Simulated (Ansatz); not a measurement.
Reaction (atomization): `N[C]1(F)[CH2][GeH2]1` → 2 C• + F• + Ge• + 6 H• + N•

Calculated with Ansatz (gas phase, PBE0-D4/def2-TZVP geometries, no zero-point term in ΔE). CCSD(T)/CBS is the MP2 limit (def2-TZVPP, def2-QZVPP) plus CCSD(T) − MP2 in def2-TZVPP, frozen cores. This one scheme is used for every species, atoms too. DFT in def2-TZVPP. B3LYP here is the variant with VWN-RPA as its local correlation; programs differ in this. Open shells (•) are unrestricted, without spin–orbit coupling. Spin–orbit coupling would lower the free atoms: a little for C, F; clearly for Ge. For Ge outer-core shells are correlated without core-valence functions, so the limit isn't a true one: a few kJ/mol of doubt a bond, and 10 to 20 or more in all where bonds break to atoms. Scalar relativity is left out up to krypton. Each species was taken in one conformer, which may not be the lowest.

`N[C]1(F)[CH2][GeH2]1`:

Z-matrix (Å, degrees):
```
C
F 1 1.394
C 1 1.509 2 112.4
N 1 1.394 2 114.8 3 -136.0
Ge 1 1.955 2 117.6 3 75.6
H 3 1.084 1 116.7 2 -135.0
H 3 1.085 1 114.9 2 3.8
H 4 1.010 1 112.9 2 -60.6
H 4 1.015 1 112.4 2 65.0
H 5 1.523 1 119.0 2 152.5
H 5 1.523 1 119.2 2 -5.7
```

```
         level  ΔE (kJ/mol)
      B3LYP-D4       3819.2
 HF/def2-TZVPP       2603.6
MP2/def2-TZVPP       3790.5
 HF/def2-QZVPP       2607.3
```

(1) What does CCSD(T)/CBS give? (Best estimate.)

Largest T1 diagnostic among the species: 0.012.

## Answers

(1) Ansatz gave: +3833.6 kJ/mol. The listed levels differ from it by -14.4, -1230.0, -43.1, -1226.3 kJ/mol.

The D4 term adds +34.8 kJ/mol with B3LYP and +18.0 kJ/mol with PBE0; it sums over pairs of atoms, weighted by their polarisabilities, and B3LYP, whose exchange is more repulsive, gets the larger term. From PBE to PBE0 (25 % exact exchange), in def2-TZVPP and without D4, ΔE moves by −91.0 kJ/mol: exact exchange takes away binding that semilocal exchange gives to molecules. In def2-TZVPP, CCSD(T) changes the Hartree–Fock value by +1123.4 kJ/mol (the triples alone add +70.9 kJ/mol) and MP2 by +1186.9 kJ/mol; breaking electron pairs costs correlation energy, which Hartree–Fock lacks.

For atomizations the MP2-based limit and the directly extrapolated one differ by several kJ/mol either way, and by 10 to 25 for some Ge, Se and Sn compounds, so smaller differences from it don't rank the levels.
